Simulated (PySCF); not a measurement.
Job for PySCF: R-HF/STO-3G on H4Sn (SMILES [SnH4]).

```python
from pyscf import gto, scf, dft, mp
from pyscf.data.elements import chemcore

mol = gto.M(
    atom='''
    Sn   -0.29400448    0.54737426   -0.04775112
    H     0.94174952    0.11055974   -1.14051552
    H    -1.47058180    1.49212606   -0.84733747
    H    -1.02929679   -0.86100457    0.58325939
    H     0.37245203    1.44503887    1.24546580
    ''',
    basis='sto-3g',
    charge=0, spin=0, verbose=3, max_memory=1800)
mf = scf.RHF(mol)
mf.conv_tol = 1e-8
mf.max_cycle = 100
mf.kernel()
if not mf.converged:
    mf = mf.newton().run(mf.mo_coeff, mf.mo_occ)
```

Problem. What total energy does the run end on?

Solution. -5965.6106 hartree.
